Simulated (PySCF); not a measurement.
# Bond lengths and vibrations by method: ClF2Si

Calculated results; nothing here was measured. The program is PySCF 2.14.0, an open-source quantum chemistry code, run on an isolated molecule that a program drew, which may never have been made. The molecule is ClF2Si (charge 0, doublet), drawn as the SMILES string `F[Si](F)Cl`.

The geometry was optimised and harmonic frequencies were computed with HF and MP2, all in the cc-pV(D+d)Z basis, for the commonest isotopes, with a restricted reference for singlets and an unrestricted one otherwise, and a frozen core in MP2. Each result is a local minimum of its method.

Geometry at the HF minimum:
```xyz
4
ClF2Si, angstrom
F    -2.3945    0.6340    1.3353
Si   -1.0498   -0.2261    1.3477
F    -1.0857   -1.1443    0.0424
Cl    0.5436    1.0391    1.2207
```

Lengths of the bonds as drawn, in Å (atoms numbered as above):
| bond | HF | MP2 |
|---|---|---|
| F1-Si2 | 1.596 | 1.619 |
| Si2-F3 | 1.596 | 1.619 |
| Si2-Cl4 | 2.039 | 2.044 |

Rotational constants, in GHz:
| constant | HF | MP2 |
|---|---|---|
| A | 7.284 | 7.053 |
| B | 3.502 | 3.46 |
| C | 2.536 | 2.482 |

Harmonic frequencies in cm^-1, each column in rising order, so a row needn't be the same motion in every method:
```
rank,HF,MP2
1,227,215
2,276,261
3,368,348
4,588,?
5,895,854
6,967,931
```

**Estimate the missing MP2 frequency from the HF column.**

A single factor s that minimises the squared misfit of MP2 against s times HF over the other rows is sum(HF x MP2) / sum(HF^2) = 0.9571, with an rms misfit of 4 cm^-1. For rank 4 it gives 0.9571 x 588 = 563 cm^-1. The calculation gives 574 cm^-1, 11 cm^-1 above the estimate. The drawn bonds are on average 1.0 % longer in MP2 than in HF.
